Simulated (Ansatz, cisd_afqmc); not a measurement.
System: SbH$_{3}$, charge 1, doublet. SbH3+ (parent SMILES [SbH3], doublet).
B3LYP-D3(BJ)/def2-TZVP minimum from Ansatz (an electronic-structure program):
```xyz
4

Sb     0.0006    -0.0003     0.0306
H     -1.0314    -1.2134    -0.5144
H     -0.5540     1.4994    -0.4956
H      1.5563    -0.2700    -0.5529
```
Charge +1, spin multiplicity 2.

Total energies in def2-SVP, 7 correlated electrons, 9 frozen orbitals. Radicals and triplets start from unrestricted determinants; spin-orbit coupling is neglected. Correlated methods leave the cores frozen (noble-gas shells, and filled d and f shells in the p block). Past Kr the def2 sets carry scalar-relativistic core potentials. AFQMC/CISD: phaseless, guided by CISD from CCSD amplitudes; bars are statistical, one sigma. Outlying blocks are dropped, and bars are widened where a walk drifts. Over all cases where full CI ran beside it in this data, AFQMC minus full CI had a median of +0.1 mEh and passed +0.4 mEh in a tenth of the cases. Spin-orbit terms, left out, reach several kcal/mol for Br and I, and more for heavier atoms. The spin of H3Sb+ (parent SMILES [SbH3], doublet) was assumed, and the state is the lowest solution found for it.

| method | program | energy (Eh) | minus CCSDTQ (mEh) |
|---|---|---|---|
| HF | Ansatz | -240.66613 | 113.98 |
| MP2 | Ansatz | -240.75217 | 27.94 |
| CCSD | Ansatz | -240.77717 | 2.95 |
| CCSD(T) | Ansatz | -240.77940 | 0.72 |
| CCSDT(Q) | Ansatz | -240.78010 | 0.01 |
| CCSDTQ | Ansatz | -240.78011 | 0.00 |
| AFQMC/CISD | cisd_afqmc | -240.7801 ± 0.0001 | 0.0 ± 0.1 |

Rough core times of Ansatz's runs on a shared machine: CCSD(T) under 20 s, CCSDT(Q) under 20 s, CCSDTQ 4 min.
